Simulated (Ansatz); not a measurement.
`N[SiH2][Al]([NH2])[F]`, relaxed with RKS PBE-D4/def2-SVP in Ansatz 0.2.0 from a rough embedded geometry. The force threshold is 0.03 eV/Å; the program also tests the step.

Charge 0, multiplicity 1.

Start:

```xyz
11

N    -1.212   -0.765    1.491
Si   -1.422   -0.122   -0.103
Al    0.681    0.097   -1.128
N     2.065    1.212   -0.418
F     1.023   -0.733   -2.703
H    -0.695   -1.745    1.394
H    -0.538   -0.180    2.012
H    -2.029    1.203   -0.026
H    -2.303   -1.033   -0.937
H     2.808    0.544   -0.133
H     1.622    1.523    0.550
```

(1) How much energy does the relaxation release, and in how many steps? (An estimate is asked.)

(2) Which bonds change most? (Best estimate.)

(3) Give the relaxed structure. (Best estimate.)

Answers

(1) Computed: 23.20 kcal/mol, in 10 steps, 1 of them rejected.

(2) Ansatz gave: Al3–N4 from 1.914 to 1.784 Å; Al3–F5 from 1.813 to 1.691 Å; Si2–Al3 from 2.349 to 2.463 Å; N1–H6 from 1.113 to 1.025 Å.

(3) Computed: 
```xyz
11

N    -1.400   -0.854    1.534
Si   -1.418   -0.160   -0.094
Al    0.792    0.092   -1.151
N     2.113    0.991   -0.359
F     1.207   -0.656   -2.610
H    -1.128   -1.841    1.588
H    -0.867   -0.336    2.240
H    -2.082    1.194    0.012
H    -2.308   -1.042   -0.929
H     3.062    1.081   -0.733
H     2.028    1.531    0.505
```
